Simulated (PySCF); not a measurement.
C5H10O3Si.
Atom-mapped SMILES: `[CH3:1][C:2](=[O:3])[O:4][Si@@H:5]1[CH2:6][CH2:7][CH2:8][O:9]1`

A calculation gives these core lines: C 1s: 290.26 (area 1), 290.87 (area 1), 291.39 (area 1), 292.17 (area 1), 294.73 (area 1) eV; O 1s: 537.73 (area 1), 537.83 (area 1), 538.75 (area 1) eV; Si 1s: 1847.62 eV; Si 2p3/2: 107.57 eV.

Method used: PySCF 2.14.0, delta-SCF UKS SCAN, pcX-2 on the ionised atom, pcseg-1 elsewhere, spin-free X2C. One conformer (not necessarily the lowest) at the PBE0-D3(BJ)/def2-SVP geometry, without solvent, vibrations or thermal averaging.

**Question.** Assign the C 1s lines to atoms.

**Answer.** 290.26 eV: C6 (sp3 carbon bound to silicon); 290.87 eV: C7 (ring CH2 carbon); 291.39 eV: C1 (methyl carbon next to a carbonyl); 292.17 eV: C8 (sp3 carbon bound to oxygen); 294.73 eV: C2 (carbonyl carbon). The listed C 1s values span 4.47 eV, from C6 (bonded to C, 2 H and Si) to C2 (bonded to O (double bond), O and C). Summing the Pauling electronegativity differences to the bonded atoms, each weighted by its formal bond order, gives -1.35 for the lowest site and +2.67 for the highest; no listed site has a larger sum than the highest.

Bonded neighbours of each site: C1: C and 3 H; C2: O (double bond), O and C; O3: C (double bond); O4: C and Si; Si5: 2 O, C and H; C6: C, 2 H and Si; C7: 2 C and 2 H; C8: O, C and 2 H; O9: C and Si.

**Question.** What is the longest wavelength that can ionise C 1s of C8 vertically?

**Answer.** λ = hc/E = 12398.42 eV Å / 292.17 eV = 42.436 Å.

The 2p values add to the ΔSCF energy of one spin-free hole a correction within the shell (spin–orbit coupling, ligand field). 2p1/2 minus 2p3/2 (ligand field included): Si 0.63 eV.
